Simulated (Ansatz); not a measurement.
Geometry optimisation, Ansatz 0.2.0, RKS PBE0-D4/def2-TZVP.

Input file:

```yaml
crystal:
  periodic: [false, false, false]
  atoms:
    - { symbol: B, position_ang: [-0.12425, -0.588876, -0.350358] }
    - { symbol: H, position_ang: [-0.039182, 0.293002, 1.874497] }
    - { symbol: H, position_ang: [0.933983, -0.062431, -0.409343] }
    - { symbol: Cl, position_ang: [-1.570551, 0.219889, -0.81521] }
    - { symbol: Br, position_ang: [-0.170744, -2.510084, 0.186628] }
    - { symbol: H, position_ang: [-0.026356, -0.411501, 1.967986] }
basis:
  gaussian: { orbitals: def2-TZVP }
hamiltonian:
  xc: pbe0
  dispersion: d4
relax:
  f_tol: 0.03
  max_steps: 50
```

Launched with:

```bash
$ ansatz run input.yaml --threads 4 --pin off --max-ram 5120MiB --backend cpu --events-out ev --progress --plain --runs-dir out
```

Question: Where does it end, and by what steps?

Answer: The run converged. The force dipped under the threshold on the way, but the program's further checks kept it going. After 11 steps the energy has fallen by 0.202 eV; H6 moved furthest, 0.60 Å.

| step | energy less start (eV) | largest force component (eV/Å) | accepted |
| --- | --- | --- | --- |
| 0 | 0.0000 | 1.583 | yes |
| 1 | -0.1516 | 0.587 | yes |
| 2 | -0.1791 | 0.399 | yes |
| 3 | -0.1964 | 0.275 | yes |
| 4 | -0.1988 | 0.242 | yes |
| 5 | -0.1999 | 0.223 | yes |
| 6 | -0.2005 | 0.192 | yes |
| 7 | -0.2013 | 0.119 | yes |
| 8 | -0.2018 | 0.057 | yes |
| 9 | -0.2020 | 0.010 | yes |
| 10 | -0.2019 | 0.086 | no |
| 11 | -0.2021 | 0.023 | yes |

```xyz
6
Properties=species:S:1:pos:R:3
B -0.136 -0.745 -0.623
H -0.072 0.531 2.385
H 0.917 -0.199 -0.641
Cl -1.578 0.134 -0.991
Br -0.202 -2.593 -0.196
H 0.073 -0.189 2.520
```

Run time: 19 s on 4 threads of Arm Neoverse V2 (shared host), peak memory 0.27 GiB.
